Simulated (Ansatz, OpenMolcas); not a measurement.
[BF4]− (tetrafluoroborate): the vertical detachment energy, rung by rung

[BF4]− has 5 atoms, charge -1, and is taken as a singlet. As SMILES, `F[B-](F)(F)F`. The coordinates come from a PBE0-D4/def2-TZVPD relaxation.

```xyz
5

F    -0.0571   -0.0402    1.4040
B     0.0000    0.0000    0.0001
F     0.9489   -0.9310   -0.4572
F    -1.2625   -0.3191   -0.5297
F     0.3707    1.2903   -0.4172
```

Quantity: the vertical detachment energy (to the doublet neutral), in eV. The values are calculated.

| level | kind | program | value (eV) | CPU time (all runs) |
| --- | --- | --- | --- | --- |
| SVWN5/aug-cc-pVDZ | LDA | Ansatz | 6.71 | 12 s |
| PBE/aug-cc-pVDZ | GGA | OpenMolcas | 6.42 | 3.5 min |
| revPBE/aug-cc-pVDZ | GGA | Ansatz | 6.34 | 24 s |
| r2SCAN/aug-cc-pVDZ | meta-GGA | Ansatz | 6.81 | 51 s |
| PBE0/aug-cc-pVDZ | global hybrid | Ansatz | 7.35 | 24 s |
| B2PLYP/aug-cc-pVDZ | double hybrid | Ansatz | 7.85 | 90 s |
| RPA@PBE/aug-cc-pVDZ | RPA | Ansatz | 6.65 | 50 s |
| MP2/aug-cc-pVDZ | perturbation theory | Ansatz | 9.06 | 64 s |

The values span 6.34 to 9.06 eV. CPU times are rough (shared hosts, several kinds of processor and program).
